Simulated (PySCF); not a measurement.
Species: C₅H₁₁NOSi.
Atom-mapped SMILES: `[CH3:1][C:2](=[O:3])[NH:4][CH:5]1[CH2:6][SiH2:7][CH2:8]1` (hydrogens: H9, H10, H11 on C1; H12 on N4; H13 on C5; H14, H15 on C6; H16, H17 on Si7; H18, H19 on C8)

Level: PBE0/def2-SVPD in PySCF, non-relativistic, on one gas-phase PBE0-D3(BJ)/def2-SVP geometry that isn't relaxed in the solvent. The solvent is an IEF-PCM continuum (van der Waals radii × 1.2), and excitations are vertical TDDFT with non-equilibrium linear response and a frozen core. Only the electrostatic response of the medium enters.

Gas-phase singlets (H = HOMO, L = LUMO):

```csv
state,E (eV),λ (nm),f,leading configuration
S1,5.694,218,0.001,H-1→L 53%
S2,6.427,193,0.001,H→L+1 96%
S3,6.508,191,0.280,H→L 96%
S4,6.704,185,0.039,H-1→L+1 92%
S5,7.071,175,0.000,H-1→L+3 33%
```

How does the list change in acetone (ε = 20.49)?

```
state  E (eV)  λ (nm)      f  leading configuration  change by rank (eV)
   S1   5.932     209  0.001              H-1→L 65%               +0.238
   S2   6.475     191  0.430                H→L 97%               +0.048
   S3   6.754     184  0.000              H→L+1 94%               +0.246
   S4   7.147     173  0.062            H-1→L+1 85%               +0.443
   S5   7.242     171  0.005              H→L+3 88%               +0.171
```

The ground-state energy changes by -0.346 eV from gas to acetone. By how much does the total energy of gas-phase S3 change?

E(S3) = E(S0) + excitation energy, so it changes by -0.346 − 0.033 = -0.379 eV: it is lowered more than the ground state, which is what a red shift means. This is the vertical state, with the slow part of the continuum still set for S0.

How do the frontier levels move from gas to acetone?

| orbital | gas (eV) | solvent (eV) | change (eV) | Löwdin shares, gas | Löwdin shares, solvent |
| --- | --- | --- | --- | --- | --- |
| LUMO+2 | 0.78 | 0.94 | +0.16 | Si7 33 %, H16 11 %, H17 8 %, C1 8 % | C2 20 %, Si7 17 %, O3 15 %, N4 10 % |
| LUMO+1 | 0.37 | 0.69 | +0.32 | H12 16 %, C1 11 %, Si7 8 %, C2 8 % | C2 14 %, Si7 13 %, C1 10 %, O3 7 % |
| LUMO | 0.15 | 0.24 | +0.09 | Si7 26 %, C2 11 %, H16 9 %, O3 9 % | Si7 21 %, C2 17 %, O3 13 %, H16 7 % |
| HOMO | -7.27 | -7.23 | +0.04 | N4 41 %, O3 22 %, C8 8 %, C6 8 % | N4 40 %, O3 18 %, C6 9 %, C8 9 % |
| HOMO-1 | -7.36 | -7.60 | -0.24 | O3 67 %, C2 10 %, C1 9 %, N4 6 % | O3 63 %, C1 10 %, C2 10 %, N4 6 % |
| HOMO-2 | -8.57 | -8.35 | +0.22 | C6 26 %, C8 26 %, Si7 21 %, H15 6 % | C6 26 %, C8 26 %, Si7 20 %, H15 6 % |
| HOMO-3 | -8.64 | -8.46 | +0.18 | Si7 21 %, C8 18 %, C6 17 %, C5 14 % | Si7 21 %, C8 17 %, C6 16 %, C5 14 % |

The HOMO–LUMO gap goes from 7.42 to 7.46 eV. Rows go by rank; for LUMO+2 the atom shares or the degeneracy differ between the runs, so the row needn't follow one orbital.

On Arm Neoverse V2, one thread, no GPU, shared host, this took 55 s wall and 1.2 GiB of memory at its peak. This is the whole response run at PBE0/def2-SVPD in acetone, SCF included.

The values belong to the conformer `[CH3:1][C:2](=[O:3])[NH:4][CH:5]1[CH2:6][SiH2:7][CH2:8]1`: C1–C2–N4–C5 180°, C2–N4–C5–C6 -120°.
